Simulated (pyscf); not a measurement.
Structures and frequencies: ωB97X-D3(BJ)/def2-SVP in PySCF.

### Question
How much does it cost (ΔH, 298 K, ωB97M-D3(BJ)/def2-TZVP) to split HO–SiH₂–O–SiH₂–O–SiH₂–OH at its O–Si bond into •O–SiH₂–OH + HO–SiH₂–O–SiH₂•?

### Answer
O–Si to •O–SiH₂–OH + HO–SiH₂–O–SiH₂•: 580.0 kJ/mol. The 7 functionals that were run give +530.8 (PBE) to +587.1 kJ/mol (M06-2X). •O–SiH₂–OH lies 93.7 kJ/mol over its isomer HO–SiH•–OH (electronic energy, ωB97M-D3(BJ)/def2-TZVP). Other isomers of HO–SiH₂–O–SiH₂• were not searched in full and may lie lower.
